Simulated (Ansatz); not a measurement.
This geometry of Cl₂H₂Sn (5 atoms, charge 0, multiplicity 1) is a first-order saddle point.

The calculation used RKS PBE-D4/def2-SVP in Ansatz.

```xyz
5
Properties=species:S:1:pos:R:3
Sn 0.281 0.079 -0.415
Cl 1.255 -0.022 2.043
H 1.902 -0.087 0.341
H -0.899 1.360 -0.290
Cl -1.062 -1.877 -0.634
```

Problem. Which two structures does it join? (They come from a converged band through this point; their orientation in space is the band's.)

Solution. Bonds broken: Sn1–H3. Bonds formed: Cl2–H3.

Image 0:

```xyz
5
Properties=species:S:1:pos:R:3
Sn 0.359 0.038 0.083
Cl 0.718 -0.016 2.420
H 1.904 -0.078 -0.668
H -0.632 1.398 -0.273
Cl -0.872 -1.890 -0.517
```

Image 8:

```xyz
5
Properties=species:S:1:pos:R:3
Sn 0.504 0.841 -0.854
Cl 1.399 -0.081 1.671
H 0.738 -1.060 0.938
H -1.025 1.371 -0.050
Cl -0.139 -1.618 -0.660
```

Problem. How far does it lie above each of them?

Solution. 34.9 kcal/mol above the first and 23.8 kcal/mol above the second. This is the barrier of this one path; another mechanism may lie lower. The orbitals stay closed-shell, which can raise the energy where a bond breaks towards radicals; this wasn't checked here.

Time of the run: 91 s on 2 threads of Arm Neoverse V2, on a shared host, peak memory 0.14 GiB.
